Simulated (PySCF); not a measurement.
Which level of theory gave which numbers?

Species: C2H5ClOSi2.
SMILES: `C#C[Si@H](Cl)O[SiH3]`

The closed-shell ground state was solved 7 times with PySCF (density fitting, gas phase), always in the pcSseg-1 basis (148 functions), with these functionals: B97-2, BHandHLYP, CAM-B3LYP, HF, KT3, PBE0 and wB97X-D. Geometry: PBE0-D3(BJ)/def2-SVP, one conformer, isolated molecule.

```tsv
row	total energy (Eh)	HOMO (eV)	LUMO (eV)	dipole (D)
P	-1190.8836	-11.37	2.98	2.11
Q	-1193.5789	-10.51	1.11	1.97
R	-1193.5595	-9.68	0.41	1.96
S	-1203.6025	-7.32	-1.55	1.77
T	-1193.0654	-8.62	-0.68	1.91
U	-1193.6443	-8.34	-0.69	1.90
V	-1193.6118	-9.95	0.49	1.90
```

**Question.** Which functional belongs to which row?

**Answer.** P = HF, Q = wB97X-D, R = BHandHLYP, S = KT3, T = PBE0, U = B97-2, V = CAM-B3LYP. By rising HOMO–LUMO gap: KT3 (GGA) 5.77 eV; B97-2 (global hybrid, 21 % exact exchange) 7.65 eV; PBE0 (global hybrid, 25 % exact exchange) 7.94 eV; BHandHLYP (global hybrid, 50 % exact exchange) 10.09 eV; CAM-B3LYP (range-separated hybrid) 10.44 eV; wB97X-D (range-separated hybrid) 11.62 eV; HF (all exact exchange) 14.35 eV. Total energies of different functionals aren't bounds to one another; each is stationary for its own functional.

Shape of the structure used: `[CH:1]#[C:2][Si@H:3]([Cl:4])[O:5][SiH3:6]`: C2–Si3–O5–Si6 61°.

Note: wB97X-D ran without an empirical dispersion term, which enters the total energy and its gradient alone.
